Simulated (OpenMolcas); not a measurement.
**A ladder of methods for SiAsNH6 (SMILES N[AsH][SiH3])**

SiAsNH6 has 9 atoms, charge 0, and is taken as a singlet. As SMILES, `N[AsH][SiH3]`. Geometry: relaxed at PBE0-D4/def2-TZVP. This is one conformer, not always the lowest.

Quantity: the HOMO–LUMO gap, in eV. The values are calculated.

```tsv
level	kind	program	value (eV)	CPU time
SVWN5/def2-SVP	LDA	OpenMolcas	4.77	26 s
BLYP/def2-SVP	GGA	OpenMolcas	4.82	34 s
PBE/def2-SVP	GGA	OpenMolcas	4.85	36 s
revPBE/def2-SVP	GGA	OpenMolcas	4.90	36 s
r2SCAN/def2-SVP	meta-GGA	OpenMolcas	5.43	47 s
BHLYP/def2-SVP	global hybrid	OpenMolcas	8.99	33 s
M06-2X/def2-SVP	hybrid meta-GGA	OpenMolcas	8.92	42 s
B2PLYP/def2-SVP	double hybrid	OpenMolcas	9.22	22 s
```

All-electron rows without a relativistic Hamiltonian named are non-relativistic. The values span 4.77 to 9.22 eV. Orbital gaps aren't excitation energies, and those of double hybrids come from the SCF part alone; they tend to grow with the share of exact exchange. Times are those of the runs behind each value, whatever else they computed, on shared processors of several kinds: orders of magnitude only.
